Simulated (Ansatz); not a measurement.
```yaml
crystal:
  periodic: [false, false, false]
  atoms:
    - {symbol: C, position_ang: [-2.007807, 0.457212, -0.759842]}
    - {symbol: C, position_ang: [-0.784250, -0.420867, -0.608849]}
    - {symbol: S, position_ang: [0.727126, 0.577400, -0.685664]}
    - {symbol: C, position_ang: [1.954302, -0.598965, 0.033322]}
    - {symbol: Al, position_ang: [1.454240, 0.448681, 1.616909]}
    - {symbol: H, position_ang: [-2.079282, 1.172230, 0.061850]}
    - {symbol: H, position_ang: [-2.909664, -0.158786, -0.754233]}
    - {symbol: H, position_ang: [-1.987195, 1.014642, -1.698620]}
    - {symbol: H, position_ang: [-0.718611, -1.160048, -1.410724]}
    - {symbol: H, position_ang: [-0.790917, -0.946685, 0.348553]}
    - {symbol: H, position_ang: [1.629780, -1.618801, -0.164378]}
    - {symbol: H, position_ang: [2.908775, -0.409035, -0.455357]}
    - {symbol: H, position_ang: [2.385656, 1.659555, 2.039809]}
    - {symbol: H, position_ang: [0.205046, -0.045831, 2.466122]}
basis:
  gaussian: {orbitals: ANO-RCC-VTZP, final_grid: {core_spheres: 20, valence_spheres: 16, degree: 47}}
magnetization: {spin_polarized: true, initial_magnetization: 0}
hamiltonian: {xc: {name: HF}}
correlation: {method: mp2, electrons: all}
output: {forces: true}
```

```sh
$ ansatz run in.yaml --threads 4 --pin off --events-out ev --progress --plain --max-ram 10444MiB
```

It prints (some lines left out):

```
Functional definition: HF
1658 factors; integrals over basis functions are off by at most 1.1e-3 eV
mean field evaluation 1: about -20674.9563 eV, gradient 2.3e1 eV
mean field evaluation 2: about -20675.1202 eV, gradient 2.4e1 eV
mean field evaluation 4: about -20678.4542 eV, gradient 2.7e0 eV
mean field evaluation 8: about -20678.5122 eV, gradient 1.6e-1 eV
mean field -20678.51243179 eV, -759.9213154691 hartree, gradient 1.5e-6 eV, S^2 0.000000; 0 other end points of the search recorded, 0 dependent functions left out
reference -20678.51243179 eV, -759.9213154691 hartree; 28, 28 occupied and 256, 256 virtual orbitals, 1658 factors
second order -29.61732075 eV of doubles, -0.00000000 eV of singles
mean field evaluation 16: about -20678.5124 eV, gradient 1.5e-6 eV
Total energy: -20708.12975254 eV, -761.0097319312 hartree
Relativity: scalar
Atom 0 at    -2.007807     0.457212    -0.759842 Å, force     0.000765     0.052765     0.003934 eV/Å
Atom 1 at    -0.784250    -0.420867    -0.608849 Å, force     0.083752    -0.105393     0.062835 eV/Å
Atom 2 at     0.727126     0.577400    -0.685664 Å, force    -0.160533    -0.014418    -0.016671 eV/Å
Atom 3 at     1.954302    -0.598965     0.033322 Å, force    -0.011053    -0.078173     0.016087 eV/Å
Atom 4 at     1.454240     0.448681     1.616909 Å, force    -0.039589     0.024691     0.034823 eV/Å
Atom 5 at    -2.079282     1.172230     0.061850 Å, force     0.041161    -0.146042    -0.145497 eV/Å
Atom 6 at    -2.909664    -0.158786    -0.754233 Å, force     0.181378     0.107066    -0.000299 eV/Å
Atom 7 at    -1.987195     1.014642    -1.698620 Å, force     0.026735    -0.117598     0.169218 eV/Å
Atom 8 at    -0.718611    -1.160048    -1.410724 Å, force    -0.012165     0.143130     0.130785 eV/Å
Atom 9 at    -0.790917    -0.946685     0.348553 Å, force    -0.001473     0.089402    -0.152571 eV/Å
Atom 10 at     1.629780    -1.618801    -0.164378 Å, force     0.013255     0.154432     0.015205 eV/Å
Atom 11 at     2.908775    -0.409035    -0.455357 Å, force    -0.159953    -0.011751     0.065421 eV/Å
Atom 12 at     2.385656     1.659555     2.039809 Å, force    -0.128728    -0.161862    -0.061651 eV/Å
Atom 13 at     0.205046    -0.045831     2.466122 Å, force     0.166449     0.063750    -0.121618 eV/Å
Dipole moment:    -0.284676    -0.309132    -0.337300 e Å
```

It took 31 s on 4 threads of an Intel Xeon Platinum 8488C on a shared host, with 1.6 GiB of host memory at the peak.
